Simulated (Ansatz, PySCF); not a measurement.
Lewis adduct: BH3 (SMILES B) (first 4 atoms) with C3H9N (SMILES CN(C)C); geometry from B3LYP-D3(BJ)/def2-TZVP, rigid monomers moved along the line of their centres of mass till B1···N6 is 2.97 Å.
(charge 0, multiplicity 1):
```xyz
17

B     -0.387     0.027     1.271
H      0.488     0.646     0.709
H     -0.415    -1.143     0.962
H     -1.469     0.563     1.201
C      1.658    -0.569     4.338
N      0.335     0.070     4.149
C      0.394     1.472     4.624
C     -0.685    -0.671     4.927
H      1.938    -0.561     5.394
H      2.394    -0.024     3.753
H      1.606    -1.591     3.973
H      0.659     1.505     5.683
H     -0.578     1.933     4.469
H      1.135     2.008     4.037
H     -0.433    -0.663     5.990
H     -1.652    -0.201     4.770
H     -0.727    -1.693     4.561
```

Counterpoise-corrected where a basis set is named; no monomer relaxation.

Frozen-core correlation.

Run with Ansatz (Gaussian orbitals); PySCF for the dispersion terms. Each number belongs to the level named beside it.

PBE/def2-TZVPPD gives -11.49 kcal/mol for the interaction energy.

**Question.** Where do these levels fall relative to PBE: PBE-D3(BJ)/def2-TZVPPD, r2SCAN/def2-TZVPPD, B3LYP/def2-TZVPPD, MP2/aug-cc-pVDZ.

**Answer.** PBE-D3(BJ)/def2-TZVPPD -1.26; r2SCAN/def2-TZVPPD -0.10; B3LYP/def2-TZVPPD 1.95; MP2/aug-cc-pVDZ 0.87 kcal/mol. 2 of 4 lie above PBE; the widest gap is to B3LYP/def2-TZVPPD.

Ansatz is an electronic-structure program.
